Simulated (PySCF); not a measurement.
C7H8, SMILES C1C2C3C2C2C1C32. Geometry optimised at r2SCAN-D4/def2-SVP. One conformer was computed; it need not be the lowest.

All values below come from r2SCAN-D4/def2-SVP run with PySCF 2.14.0.

Harmonic wavenumbers (cm⁻¹): 397, 538, 673, 715, 720, 744, 787, 812, 847, 868, 914, 916, 930, 963, 985, 1004, 1007, 1021, 1036, 1051, 1064, 1106, 1174, 1199, 1229, 1262, 1281, 1281, 1368, 1397, 1455, 3038, 3096, 3182, 3186, 3191, 3202, 3203, 3212. Rotational constants (GHz): 4.412, 4.353, 3.253; symmetry number 2.

**Question.** Work out the zero-point energy and the ideal-gas rigid-rotor harmonic-oscillator thermochemistry at 298.15 K and 1 atm.

**Answer.** ZPE = ½ Σ hcν = ½ × 56052 cm⁻¹ = 80.13 kcal/mol. H − E(el) = 83.62 kcal/mol. Entropy in cal/(mol K): translation 39.47, rotation 24.67, vibration 4.88, total 69.03. G − E(el) = 63.04 kcal/mol. Cp = 22.23 cal/(mol K).
